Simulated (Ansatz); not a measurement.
Gas-phase electronic energies from Ansatz, PBE0-D4/def2-TZVP geometries. CBS: MP2 limit from def2 TZ/QZ plus the TZ coupled-cluster correction, frozen cores. This one scheme is used for every species. Functionals use def2-TZVPP. B3LYP here is the variant with VWN-RPA as its local correlation; programs differ in this. For Ge outer-core shells are correlated without core-valence functions, which leaves a few kJ/mol of doubt a bond. Scalar relativity is left out up to krypton. Each species was taken in one conformer, which may not be the lowest.

Consider the ligand exchange at a Ge–S bond: `[OH][GeH2][SH]` + `O[SiH](O)O` → `[OH][GeH2][O][SiH](O)O` + H₂S.

| level | ΔE (kJ/mol) | difference from CCSD(T)/CBS |
| --- | --- | --- |
| PBE-D4 | 1.8 | 12.3 |
| r2SCAN-D4 | -5.9 | 4.6 |
| PBE0-D4 | -0.9 | 9.6 |
| B3LYP-D4 | -10.5 | 0.0 |
| ωB97X-V | -12.0 | -1.5 |
| ωB97M-V | -9.9 | 0.6 |
| B2PLYP | -8.8 | 1.7 |
| PBE | 6.1 | 16.6 |
| r2SCAN | -4.5 | 6.0 |
| HF/def2-TZVPP | -15.8 | -5.3 |
| MP2/def2-TZVPP | -11.1 | -0.6 |
| SCS-MP2/def2-TZVPP | -14.8 | -4.3 |
| HF/def2-QZVPP | -17.2 | -6.7 |
| MP2/def2-QZVPP | -9.1 | 1.4 |
| MP2/CBS(def2) | -6.9 | 3.6 |
| CCSD/CBS(def2) | -10.9 | -0.4 |
| CCSD(T)/CBS | -10.5 | 0 |

Largest T1 diagnostic among the species: 0.012.

The D4 term adds −6.5 kJ/mol with B3LYP and −3.9 kJ/mol with PBE0; it sums over pairs of atoms, weighted by their polarisabilities, and B3LYP, whose exchange is more repulsive, gets the larger term. From PBE to PBE0 (25 % exact exchange), in def2-TZVPP and without D4, ΔE moves by −3.1 kJ/mol.
